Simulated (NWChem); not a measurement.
The numbers come from NWChem runs, not from measurements. System: CH2F, charge 1, spin multiplicity 1, at the geometry of a parent with another charge or spin, in a state set for the comparison that need not be this species' ground state. Level: RHF/def2-TZVPD.

Job file:

```
start mol
memory heap 200 mb stack 900 mb global 1100 mb
charge 1
geometry units angstroms nocenter noautoz
  C     -0.642811     0.100152     0.000000
  F      0.680693    -0.053162     0.000000
  H     -1.134687    -0.061226     0.963505
  H     -1.134687    -0.061226    -0.963505
  symmetry group Cs
end
basis spherical
  * library def2-tzvpd
end
scf
  rhf
  nopen 0
  maxiter 100
  thresh 1e-7
  semidirect memsize 60000000 filesize 0
end
task scf energy
```

Output (cleaned and shortened):

```
             Northwest Computational Chemistry Package (NWChem) 7.3.0
             --------------------------------------------------------

                                NWChem Input Module
                                -------------------

 Scaling coordinates for geometry "geometry" by  1.889725989
 (inverse scale =  0.529177249)

 Turning off AUTOSYM since
 SYMMETRY directive was detected!

                             Geometry "geometry" -> ""
                             -------------------------

 Output coordinates in angstroms (scale by  1.889725989 to convert to a.u.)

  No.       Tag          Charge          X              Y              Z
 ---- ---------------- ---------- -------------- -------------- --------------
    1 C                    6.0000    -0.64281100     0.10015200     0.00000000
    2 F                    9.0000     0.68069300    -0.05316200     0.00000000
    3 H                    1.0000    -1.13468700    -0.06122600     0.96350500
    4 H                    1.0000    -1.13468700    -0.06122600    -0.96350500

 Effective nuclear repulsion energy (a.u.)      32.1623640666

            Nuclear Dipole moment (a.u.)
            ----------------------------
        X                 Y               Z
 ---------------- ---------------- ----------------
    -0.0000056692     0.0000037795     0.0000000000

      Symmetry information
      --------------------

 Group name             Cs
 Group number              2
 Group order               2
 No. of unique centers     3

      Symmetry unique atoms

     1    2    3


 Summary of "ao basis" -> "" (spherical)
 ------------------------------------------------------------------------------
       Tag                 Description            Shells   Functions and Types
 ---------------- ------------------------------  ------  ---------------------
 *                         def2-tzvpd                 on all atoms

 Summary of "ao basis" -> "ao basis" (spherical)
 ------------------------------------------------------------------------------
       Tag                 Description            Shells   Functions and Types
 ---------------- ------------------------------  ------  ---------------------
 C                         def2-tzvpd               13       37   6s3p3d1f
 F                         def2-tzvpd               14       40   6s4p3d1f
 H                         def2-tzvpd                5        9   3s2p

                                 NWChem SCF Module
                                 -----------------

  ao basis        = "ao basis"
  functions       =    95
  atoms           =     4
  closed shells   =     8
  open shells     =     0
  charge          =   1.00
  wavefunction    = RHF
  use symmetry    = T
  symmetry adapt  = T

 Summary of "ao basis" -> "ao basis" (spherical)
 ------------------------------------------------------------------------------
       Tag                 Description            Shells   Functions and Types
 ---------------- ------------------------------  ------  ---------------------
 C                         def2-tzvpd               13       37   6s3p3d1f
 F                         def2-tzvpd               14       40   6s4p3d1f
 H                         def2-tzvpd                5        9   3s2p

      Symmetry analysis of basis
      --------------------------

        a'         61
        a"         34

 Forming initial guess at       0.1s

      Superposition of Atomic Density Guess
      -------------------------------------

 Sum of atomic energies:        -138.08920885

 Renormalizing density from      17.00 to     16

      Non-variational initial energy
      ------------------------------

 Total energy =    -133.128629
 1-e energy   =    -239.131168
 2-e energy   =      73.840175
 HOMO         =      -0.865786
 LUMO         =      -0.545535

      Symmetry analysis of molecular orbitals - initial
      -------------------------------------------------

  Numbering of irreducible representations:

     1 a'          2 a"

  Orbital symmetries:

     1 a'          2 a'          3 a'          4 a'          5 a"
     6 a'          7 a'          8 a"          9 a'         10 a'
    11 a'         12 a"         13 a'         14 a'         15 a"
    16 a'         17 a'         18 a"

 Starting SCF solution at       0.9s

 ----------------------------------------------
         Quadratically convergent ROHF

 Convergence threshold     :          1.000E-07
 Maximum no. of iterations :          100
 Final Fock-matrix accuracy:          1.000E-09
 ----------------------------------------------

              iter       energy          gnorm     gmax       time
             ----- ------------------- --------- --------- --------
                 1     -137.8887678104  2.61D+00  7.96D-01      0.9
                 2     -138.1154875103  5.48D-01  1.60D-01      1.0
                 3     -138.1311215228  2.05D-01  6.22D-02      1.1
                 4     -138.1327685570  9.88D-03  2.62D-03      1.4
                 5     -138.1327803187  3.50D-05  9.42D-06      2.0
                 6     -138.1327803188  2.00D-09  4.56D-10      2.6

       Final RHF  results
       ------------------

         Total SCF energy =   -138.132780318759
      One-electron energy =   -249.013377934098
      Two-electron energy =     78.718233548785
 Nuclear repulsion energy =     32.162364066554

        Time for solution =      1.8s

       Symmetry analysis of molecular orbitals - final
       -----------------------------------------------

  Numbering of irreducible representations:

     1 a'          2 a"

  Orbital symmetries:

     1 a'          2 a'          3 a'          4 a'          5 a"
     6 a'          7 a'          8 a"          9 a'         10 a'
    11 a'         12 a"         13 a'         14 a'         15 a"
    16 a'         17 a"         18 a'

             Final eigenvalues
             -----------------

              1
    1  -26.6781
    2  -11.7789
    3   -1.9763
    4   -1.2860
    5   -1.0891
    6   -1.0577
    7   -1.0060
    8   -0.9163
    9   -0.2860
   10   -0.1198
   11   -0.0839
   12   -0.0657
   13   -0.0302
   14   -0.0267
   15   -0.0020
   16    0.0008
   17    0.0288
   18    0.0526

                       ROHF Final Molecular Orbital Analysis
                       -------------------------------------

 Vector    6  Occ=2.000000D+00  E=-1.057728D+00  Symmetry=a'
              MO Center= -2.6D-02, -2.0D-02,  3.8D-13, r^2= 1.3D+00
   Bfn.  Coefficient  Atom+Function         Bfn.  Coefficient  Atom+Function
  ----- ------------  ---------------      ----- ------------  ---------------
    44      0.351745  2 F  px                47      0.311045  2 F  px
     7     -0.279981  1 C  px                10     -0.238845  1 C  px

 Vector    7  Occ=2.000000D+00  E=-1.006000D+00  Symmetry=a'
              MO Center=  5.4D-01, -1.9D-02, -7.7D-15, r^2= 5.8D-01
   Bfn.  Coefficient  Atom+Function         Bfn.  Coefficient  Atom+Function
  ----- ------------  ---------------      ----- ------------  ---------------
    45      0.463445  2 F  py                48      0.407812  2 F  py
    51      0.210812  2 F  py

 Vector    8  Occ=2.000000D+00  E=-9.162776D-01  Symmetry=a"
              MO Center= -2.3D-01, -7.7D-03, -3.0D-14, r^2= 1.4D+00
   Bfn.  Coefficient  Atom+Function         Bfn.  Coefficient  Atom+Function
  ----- ------------  ---------------      ----- ------------  ---------------
    46      0.360041  2 F  pz                49      0.312312  2 F  pz
     9     -0.272721  1 C  pz                12     -0.220517  1 C  pz
    52      0.185383  2 F  pz                79     -0.168759  3 H  s
    88      0.168759  4 H  s

 Vector    9  Occ=0.000000D+00  E=-2.860004D-01  Symmetry=a'
              MO Center= -6.5D-01,  2.3D-01,  5.1D-13, r^2= 1.5D+00
   Bfn.  Coefficient  Atom+Function         Bfn.  Coefficient  Atom+Function
  ----- ------------  ---------------      ----- ------------  ---------------
    11      0.417440  1 C  py                 8      0.369973  1 C  py
    14      0.323507  1 C  py                45     -0.181605  2 F  py
    48     -0.160341  2 F  py                51     -0.160463  2 F  py

 Vector   10  Occ=0.000000D+00  E=-1.198236D-01  Symmetry=a'
              MO Center= -1.1D+00,  1.5D-02,  5.7D-15, r^2= 7.6D+00
   Bfn.  Coefficient  Atom+Function         Bfn.  Coefficient  Atom+Function
  ----- ------------  ---------------      ----- ------------  ---------------
     5      2.528394  1 C  s                  6      2.316028  1 C  s
    80     -1.565414  3 H  s                 89     -1.565414  4 H  s
    43     -1.190129  2 F  s                  4     -0.372717  1 C  s
    86      0.317147  3 H  pz                95     -0.317147  4 H  pz
    28      0.267753  1 C  d  0              84     -0.249308  3 H  px

 Vector   11  Occ=0.000000D+00  E=-8.393694D-02  Symmetry=a'
              MO Center= -6.7D-01,  3.8D-03, -7.7D-12, r^2= 5.7D+00
   Bfn.  Coefficient  Atom+Function         Bfn.  Coefficient  Atom+Function
  ----- ------------  ---------------      ----- ------------  ---------------
     5      1.685567  1 C  s                 80     -0.980670  3 H  s
    89     -0.980670  4 H  s                 84     -0.659165  3 H  px
    93     -0.659165  4 H  px                53     -0.534949  2 F  px
     4     -0.502222  1 C  s                 42      0.267043  2 F  s
    28      0.246246  1 C  d  0              10     -0.214621  1 C  px

 center of mass
 --------------
 x =   0.16778285 y =   0.00391641 z =   0.00000000

 moments of inertia (a.u.)
 ------------------
           7.330269268298           4.735530362114           0.000000000000
           4.735530362114          64.162685451169           0.000000000000
           0.000000000000           0.000000000000          58.128515643599

  Mulliken analysis of the total density
  --------------------------------------

    Atom       Charge   Shell Charges
 -----------   ------   -------------------------------------------------------
    1 C    6     5.63   0.86  1.12  0.58  0.73  0.11  0.01  1.01  1.00  0.08  0.03  0.09 -0.01  0.01
    2 F    9     9.07   0.77  1.20  0.61  1.02  0.31  0.01  2.20  2.22  0.69  0.02  0.00  0.02 -0.00  0.00
    3 H    1     0.65   0.25  0.40 -0.02  0.02 -0.00
    4 H    1     0.65   0.25  0.40 -0.02  0.02 -0.00

       Multipole analysis of the density wrt the origin
       ------------------------------------------------

     L   x y z        total         open         nuclear
     -   - - -        -----         ----         -------
     0   0 0 0      1.000000      0.000000     17.000000

     1   1 0 0     -1.665136      0.000000     -0.000006
     1   0 1 0      0.135820      0.000000      0.000004
     1   0 0 1     -0.000000      0.000000      0.000000

     2   2 0 0     -4.254353      0.000000     32.940753
     2   1 1 0     -0.055966      0.000000     -2.046260
     2   1 0 1     -0.000000      0.000000      0.000000
     2   0 2 0     -6.541723      0.000000      0.332522
     2   0 1 1     -0.000000      0.000000      0.000000
     2   0 0 2     -5.454560      0.000000      6.630337

 Task  times  cpu:        2.6s     wall:        2.6s

 Total times  cpu:        2.7s     wall:        2.7s
```
